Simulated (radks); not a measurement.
Q: These are the eigenvalues of the occupied orbitals of an atom or ion with whole-number occupations (hartree). Calculated with a radial shooting solver on a logarithmic mesh with Libxc functionals: scalar-relativistic Kohn-Sham, RPBE, spin-polarised, spherical densities, finite nucleus; Fermi nuclear charge, rms radius of each element as measured or else 0.836 A^(1/3) + 0.57 fm.

| orbital | eigenvalue |
|---|---|
| 1s up | -1212.496 |
| 1s down | -1212.493 |
| 2s up | -187.6350 |
| 2s down | -187.6340 |
| 2p up | -168.4332 |
| 2p down | -168.4312 |
| 3s up | -38.15270 |
| 3s down | -38.15061 |
| 3p up | -31.93047 |
| 3p down | -31.92804 |
| 3d up | -22.61809 |
| 3d down | -22.61576 |
| 4s up | -6.98869 |
| 4s down | -6.98391 |
| 4p up | -5.03940 |
| 4p down | -5.03464 |
| 4d up | -2.19839 |
| 4d down | -2.19046 |
| 5s up | -0.98543 |
| 5s down | -0.92970 |
| 5p up | -0.58642 |
| 5p down | -0.52880 |

Which element is it, and in what charge state? The configuration may be excited. Open shells, if any, are filled with parallel spins first.

A: Z = 53, iodine, charge +1: I+ in [Kr] 4d10 5s2 5p4. The list shows which subshells hold electrons but not how many an open one holds; the 1s level, -1212.5 hartree, gives Z - s = 49.2 by -(Z - s)^2/2, which with screening and relativity narrows Z to a few neighbours, and the depths of the outer levels then fix element, charge and occupations together.
